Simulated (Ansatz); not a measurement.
System: CH$_{5}$FNSi, charge 0, multiplicity 2. It need not be the lowest isomer of its formula. 
Coordinates optimised at B3LYP-D3(BJ)/def2-TZVP (Ansatz, a program for electronic structure):
SMILES: C[Si@@H]([NH])F
```xyz
9

Si    -0.1072     0.1274    -0.3024
C      0.9974    -1.3624    -0.1829
F      0.6389     1.3711     0.4013
N     -1.6467    -0.2574     0.3919
H     -0.3849     0.5315    -1.6983
H      0.5443    -2.2123    -0.6952
H      1.9635    -1.1498    -0.6447
H      1.1681    -1.6399     0.8586
H     -1.9976     0.3230     1.1546
```
Charge 0, spin multiplicity 2.

Basis-set convergence of Hartree-Fock and MP2 correlation energies (hartree) with Ansatz. Correlated levels leave the core frozen unless marked. Open shells are spin-unrestricted. Spin-orbit coupling is left out. No relativistic terms.

```json
[
 {"basis": "cc-pV(D+d)Z", "functions": "90", "E(HF)": "-483.66660", "E(corr, MP2)": "-0.56029"},
 {"basis": "cc-pV(T+d)Z", "functions": "199", "E(HF)": "[?]", "E(corr, MP2)": "[?]"}
]
```

Task: Complete the blanks.

Result: 
- cc-pV(T+d)Z, E(HF): -483.75467
- cc-pV(T+d)Z, E(corr, MP2): -0.71964
